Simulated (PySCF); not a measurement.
C6H14O: calculation and literature

Atom-mapped SMILES (the numbers label the heavy atoms): `[CH3:1][CH:2]([CH3:3])[O:4][CH:5]([CH3:6])[CH3:7]`. Hydrogens are named by the atom that carries them.

What is known from experiment: δ 17O O4 52.5 ppm (measured; liquid, neat; K. Matsuzaki, S. Hayashi, W. Nakanishi, RSC Adv. 2024, ESI (observed values from its refs S1-S5)).
δ 17O O4 63.6 ppm (measured; liquid, neat, 295 K; 17O NMR survey of organic solvents and oxofluorinated compounds, PMC5915748).

How the numbers were obtained: coordinates at the GFN2-xTB level, GIAO PBE0/pcSseg-1 shieldings, in PySCF 2.14.0 with density-fitted response routines (no solvent model, no relativistic terms, averaged over atoms made equivalent by symmetry, fast rotation or ring inversion, a single conformation).

Q: Set the calculated values beside the experiment.

A: 
Reference values: measured (liquid, neat; K. Matsuzaki, S. Hayashi, W. Nakanishi, RSC Adv. 2024, ESI (observed values from its refs S1-S5)).
```tsv
atoms	quantity	reference	computed	computed, scaled
O4	δ 17O vs H2O	52.5	–	46.7
```

Reference values: measured (liquid, neat, 295 K; 17O NMR survey of organic solvents and oxofluorinated compounds, PMC5915748).
```
atoms                 quantity  reference  computed  computed, scaled
   O4  δ 17O vs D2O (external)       63.6         –              46.7
```

Computed shifts are σ(ref) − σ with the named reference compound (TMS for H and C) calculated as an isolated molecule at the same level. The measured values may be among those fitted. Shieldings were converted by a linear fit to measured shifts: 17O: δ = 266.70 − 0.911σ (rms 10.7 ppm, 155 shifts, 12.2 ppm with the 3 outliers that the fit left out vs liquid water, solution or neat liquid). Occasional misses reach two or three times the rms, and more in compound classes unlike the fitted ones.

2 of the 4 published NMR values on file for this molecule are compared. The rest: values from further sources.
